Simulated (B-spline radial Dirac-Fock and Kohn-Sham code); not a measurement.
Conversion-electron coefficients: Tm, 10.6 keV

Z = 69 (thulium), transition energy 10.6 keV. Model: a Dirac-Hartree-Slater potential of the neutral atom with a Latter tail (no hole, which puts coefficients of high multipoles low close above an edge), finite nucleus with surface currents. Program: a radial atomic solver. The K shell is not open to conversion at this energy. Subshells that would emit electrons below 1 keV are left out.

| subshell | electron energy (keV) | E2 | M1 | M2 | M3 | M4 |
| --- | --- | --- | --- | --- | --- | --- |
| L3 | 1.95 | 56500 | 4.37 | 68300 | 9.68e+07 | 1.54e+10 |
| M1 | 8.29 | 133 | 60.2 | 25200 | 3.04e+06 | 2.10e+08 |
| M2 | 8.51 | 9320 | 6.32 | 1160 | 94500 | 5.75e+06 |
| M3 | 8.71 | 13400 | 1.00 | 17600 | 2.83e+07 | 7.76e+09 |
| M4 | 9.08 | 193 | 0.140 | 276 | 260000 | 6.44e+07 |
| M5 | 9.13 | 207 | 0.0818 | 24.1 | 714000 | 2.53e+09 |
| N1 | 10.13 | 30.7 | 14.6 | 6330 | 854000 | 7.16e+07 |
| N2 | 10.21 | 2180 | 1.47 | 291 | 28100 | 2.12e+06 |
| N3 | 10.27 | 3080 | 0.229 | 4110 | 6.81e+06 | 2.05e+09 |
| N4 | 10.42 | 41.7 | 0.0309 | 65.2 | 64500 | 1.78e+07 |
| N5 | 10.42 | 43.3 | 0.0177 | 5.57 | 170000 | 6.18e+08 |
| N6 | 10.59 | 0.608 | 0.000407 | 0.0735 | 209 | 470000 |
| N7 | 10.59 | 0.730 | 0.000325 | 0.0293 | 12.3 | 485000 |
| total |  | 85800 | 91.2 | 125000 | 1.38e+08 | 2.90e+10 |

Q: For a pure M3 transition, what fraction of decays emits a photon?

A: 1/(1 + α) = 7.24e-09 with the total α = 1.38e+08; the total includes the outer subshells that are not listed.

Values without a named source are computed, but for edge energies of neutral atoms, which are taken from tables.
